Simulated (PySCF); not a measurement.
Job file and geometry (Å, from GFN2-xTB) of an NMR shielding run on `C[P@](CC=C)(=N)P`, C$_{4}$H$_{11}$NP$_{2}$, GIAO PBE0/pcSseg-1 NMR shielding, non-relativistic, gas phase (PySCF 2.14.0, density-fitted response routines); density fitting, a coarse starting grid and PySCF grid level 2 are the driver's defaults:

```
{"job": {"kind": "nmr", "xc": "PBE0", "basis": "pcSseg-1"}, "charge": 0, "multiplicity": 1}
C     -2.503701     0.661248     0.083802
C     -1.586358     0.048476    -0.644379
C     -0.758922    -1.088030    -0.173222
P      1.010077    -0.574868     0.173237
C      0.851137     0.584401     1.572144
N      2.017172    -1.670637     0.639179
P      1.486623     0.593967    -1.651652
H     -2.739307     0.339565     1.085712
H     -3.063334     1.500497    -0.292514
H     -1.374261     0.386271    -1.653764
H     -1.135651    -1.523243     0.756435
H     -0.696938    -1.873780    -0.932825
H      0.055448     1.305888     1.397051
H      1.803832     1.091154     1.712762
H      0.639132    -0.015592     2.453948
H      2.245981    -2.374572    -0.048089
H      2.759988     0.834142    -1.146024
H      0.980323     1.781429    -1.137736
```

Q: What does the program print?

A: 
```
coarse grid: 15480 points
cycle   1  E = -895.7375599945  dE =  8.057e-01  |g| = 6.712e-01  |ddm| = 3.826e+00
cycle   2  E = -895.4885266728  dE =  2.490e-01  |g| = 1.194e+00  |ddm| = 2.686e+00
cycle   3  E = -895.8334388563  dE = -3.449e-01  |g| = 2.060e-01  |ddm| = 2.167e+00
cycle   4  E = -895.8444186998  dE = -1.098e-02  |g| = 4.237e-02  |ddm| = 2.881e-01
cycle   5  E = -895.8447924812  dE = -3.738e-04  |g| = 1.750e-02  |ddm| = 6.015e-02
cycle   6  E = -895.8448722582  dE = -7.978e-05  |g| = 5.599e-03  |ddm| = 2.591e-02
cycle   7  E = -895.8448793392  dE = -7.081e-06  |g| = 1.864e-03  |ddm| = 6.120e-03
final grid: 138768 points
cycle   8  E = -895.8860887565  dE = -3.273e-05  |g| = 9.723e-03  |ddm| = 3.569e-02
cycle   9  E = -895.8860724074  dE =  1.635e-05  |g| = 1.277e-02  |ddm| = 2.217e-02
cycle  10  E = -895.8861116030  dE = -3.920e-05  |g| = 2.127e-03  |ddm| = 1.452e-02
cycle  11  E = -895.8861127079  dE = -1.105e-06  |g| = 2.390e-04  |ddm| = 2.746e-03
cycle  12  E = -895.8861127206  dE = -1.277e-08  |g| = 7.431e-05  |ddm| = 4.247e-04
cycle  13  E = -895.8861127220  dE = -1.380e-09  |g| = 3.029e-05  |ddm| = 1.260e-04
cycle  14  E = -895.8861127222  dE = -2.017e-10  |g| = 8.646e-06  |ddm| = 3.467e-05
converged SCF energy = -895.8861127222

GIAO shielding tensors (ppm)
atom      isotropic    diamagn.    paramagn.     s11        s22        s33       span
  0 C       61.718     254.475    -192.756    -51.162     77.623    158.694    209.856
  1 C       46.411     259.628    -213.217    -76.153     52.005    163.380    239.533
  2 C      133.445     256.613    -123.167    107.861    135.783    156.691     48.829
  3 P      323.900     965.242    -641.342    243.649    259.604    468.447    224.798
  4 C      164.720     257.018     -92.298    143.651    161.209    189.300     45.648
  5 N      196.017     317.749    -121.732    104.049    223.973    260.030    155.981
  6 P      516.362     968.398    -452.036    413.794    528.404    606.888    193.095
  7 H       26.325      31.824      -5.499     22.388     25.735     30.852      8.463
  8 H       26.366      29.715      -3.349     23.227     25.412     30.459      7.231
  9 H       25.804      32.922      -7.118     22.614     25.059     29.738      7.123
 10 H       29.187      33.647      -4.460     26.773     28.125     32.662      5.890
 11 H       29.005      32.305      -3.301     26.633     27.769     32.612      5.978
 12 H       30.052      33.661      -3.609     25.346     30.092     34.717      9.370
 13 H       30.045      31.011      -0.965     26.477     28.284     35.375      8.899
 14 H       30.203      31.552      -1.350     26.886     27.198     36.524      9.638
 15 H       31.046      31.883      -0.837     25.082     29.299     38.757     13.675
 16 H       29.593      30.824      -1.231     25.545     27.219     36.016     10.471
 17 H       28.974      31.924      -2.951     24.236     28.092     34.593     10.358
```

Q: Turn these shieldings into chemical shifts. Scale: TMS for ¹³C (σref 186.93) and ¹H (σref 31.72); ³¹P (σref 318.38) against H3PO4; ¹⁵N (σref 267.73) vs NH3 (reference shieldings calculated alike).

A: Averaging equivalent atoms: C 1: 140.5; C 0: 125.2; C 2: 53.5; C 4: 22.2; P 3: -5.5; P 6: -198.0; N 5: 71.7; H 9: 5.91; H 7: 5.39; H 8: 5.35; H 11: 2.71; H 10: 2.53; H 16/17: 2.43; H 12/13/14: 1.62; H 15: 0.67 ppm. Experimental scales use liquid or dissolved standards, which lie at an offset from isolated NH3 (liquid NH3: subtract about 20 ppm) and H3PO4.

Size and cost of the density-fitted run: 188 basis functions, 24 s wall time on 1 thread of an Arm Neoverse V2, shared host.
